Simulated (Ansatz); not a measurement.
Reactions of C₄H₁₂N₂Sn (`C[N](C)[Sn][N](C)C`).

Computed with Ansatz on PBE0-D4/def2-TZVP structures; ΔE is electronic, products minus reactants. CBS: MP2 limit from def2 TZ/QZ plus the TZ coupled-cluster correction, frozen cores. This one scheme is used for every species, atoms too. No spin–orbit coupling; open shells (•) take unrestricted orbitals. Spin–orbit coupling would lower the free atoms: a little for C; strongly for Sn. def2 core potentials past Kr. Bonds to Br, Sn, Zn are less sure, by a few kJ/mol each and by 10 to 20 or more in all where they break to atoms, as the def2 sets lack core-valence functions. Scalar relativity is left out up to krypton. One conformer a species, not always the lowest.

Problem. Order these by ΔE at CCSD(T)/CBS, lowest first. (Best estimate.)
A. `C[N](C)[Sn][N](C)C` + H–F → `C[N](C)[Sn][F]` + dimethylamine
B. `C[N](C)[Sn][N](C)C` + `[F][Zn][Br]` → `C[N](C)[Sn][F]` + `C[N](C)[Zn][Br]`
C. `C[N](C)[Sn][N](C)C` + H₂O → `C[N](C)[Sn][OH]` + dimethylamine
D. `C[N](C)[Sn][N](C)C` → 4 C• + 12 H• + 2 N• + Sn•
E. `C[N](C)[Sn][N](C)C` + HCl → `C[N](C)[Sn][Cl]` + dimethylamine

Solution. E (-28.0 kcal/mol), A (-20.1 kcal/mol), C (-7.9 kcal/mol), B (-5.8 kcal/mol), D (+1670.2 kcal/mol).

Largest T1 diagnostic: 0.017, for `C[N](C)[Sn][F]`.
